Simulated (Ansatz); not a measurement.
`CC[Si]Br` + H₂ → `CC[SiH]` + HBr at 298.15 K and 1 bar (hydrogenolysis of the Si–Br bond).

Program: Ansatz. Geometries: PBE0-D4/def2-TZVP. ΔE: electronic, gas phase. CCSD(T)/CBS adds triple-zeta CCSD(T) − MP2 to the extrapolated MP2 energy (def2 sets, frozen cores). This one scheme is used for every species. For Br outer-core shells are correlated without core-valence functions, which leaves a few kJ/mol of doubt a bond. Scalar relativity is left out up to krypton. Each species was taken in one conformer, which may not be the lowest.

```csv
species,CCSD(T)/CBS energy (Eh),H − E (kJ/mol),S (J/(mol·K))
`CC[Si]Br`,-2941.51653,190.5,345.0
H₂,-1.17544,35.1,130.4
`CC[SiH]`,-368.72354,201.6,291.2
HBr,-2573.91920,24.6,198.6
```

H − E and S are ideal-gas, rigid-rotor, harmonic terms from PBE0-D4/def2-TZVP, for one conformer and one mirror image of each species. For small species the MP2-based limit differs from directly extrapolated CCSD(T) by up to some mEh (0.8 for H₂); such offsets cancel only in part. 1 Eh = 2625.50 kJ/mol, R = 8.31446 J/(mol·K).

By hand: ΔE, ΔH, ΔS and ΔG.

ΔE = (-368.72354) + (-2573.91920) − (-2941.51653) − (-1.17544) = 0.04923 Eh = 129.3 kJ/mol. Δ(H − E) = 201.6 + 24.6 − 190.5 − 35.1 = 0.6, so ΔH = 129.9 kJ/mol. ΔS = 291.2 + 198.6 − 345.0 − 130.4 = 14.4 J/(mol·K). ΔG = 129.9 − 298.15 × (14.4)/1000 = 125.6 kJ/mol.

By hand: the equilibrium constant, and the temperature at which ΔG would vanish if ΔH and ΔS stayed fixed.

log₁₀ K = −ΔG/(RT ln 10) = -22.0. ΔG = 0 at ΔH/ΔS = 9021 K, far beyond where these terms or the molecules hold.

The number of gas molecules stays the same, so ΔS is small and ΔH decides. A doubt of 5 kJ/mol in ΔE shifts log₁₀ K by 0.9 here. Other conformers and mirror images would add mixing entropy, several J/(mol·K) or more a flexible species. Modes under 60 cm⁻¹, often nearly free rotors, make the harmonic entropy too high. These are equilibria of isolated gas molecules and say nothing of rates. Largest T1 diagnostic: 0.012 (customary marks: 0.02 for closed shells, 0.045 for open ones).
